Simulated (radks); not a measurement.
The numbers below are computed, except where a source is named.
Tm26+, 43 electrons, occupied as [Kr] 4d7.

Code: a radial shooting solver on a logarithmic mesh with Libxc functionals. Model: Dirac Kohn-Sham, PBE, spin-unpolarised, spherical densities, point nucleus; open shells are shared between the two j in proportion to 2j + 1.

Energy parts (hartree):
total: -13272.4995
kinetic: 14736.0920
electron-nucleus: -31475.9114
Hartree: 3720.1196
exchange-correlation: -252.7998

Orbitals (lengths in bohr, moments of r in powers of bohr; r(max) is where P^2 peaks):
orbital	occ.	eigenvalue (hartree)	<1/r>	<r^2>	<r^4>	r(max)
1s1/2	2	-2208.126	79.12	0.0005484	8.077e-07	0.01261
2s1/2	2	-399.0012	19.06	0.008457	0.0001244	0.07207
2p1/2	2	-381.7381	19.03	0.006092	0.00007595	0.05404
2p3/2	4	-345.7332	16.42	0.007308	0.0001047	0.06036
3s1/2	2	-114.3280	7.013	0.05520	0.004588	0.2032
3p1/2	2	-106.7909	6.925	0.05097	0.004095	0.1909
3p3/2	4	-99.11099	6.262	0.05755	0.005169	0.2039
3d3/2	4	-86.32926	6.140	0.04510	0.003579	0.1608
3d5/2	6	-84.65118	5.979	0.04690	0.003842	0.1644
4s1/2	2	-45.25798	3.158	0.2443	0.08384	0.4495
4p1/2	2	-42.13246	3.076	0.2473	0.08742	0.4482
4p3/2	4	-40.02509	2.861	0.2716	0.1050	0.4714
4d3/2	2.8	-34.86808	2.720	0.2732	0.1107	0.4615
4d5/2	4.2	-34.43367	2.669	0.2804	0.1164	0.4682

The highest occupied level is 4d5/2 at -936.99 eV. For comparison, the ionisation energy in NIST's Atomic Spectra Database is 958 eV (theoretical). In exact Kohn-Sham theory the highest level is minus the ionisation energy, but local and semilocal functionals leave it too shallow, through self-interaction and a potential that decays too fast; potentials with the right tail come closer. The density falls to 0.001 e/bohr^3 at r = 1.31 bohr. Summed over all electrons, <r^2> = 4.976 bohr^2, which gives a Langevin (diamagnetic) susceptibility term of -3.94 x 10^-6 cm^3/mol.

Beside tabulated values, note that spin-unpolarised runs miss the spin-polarisation part of the exchange energy of open shells.
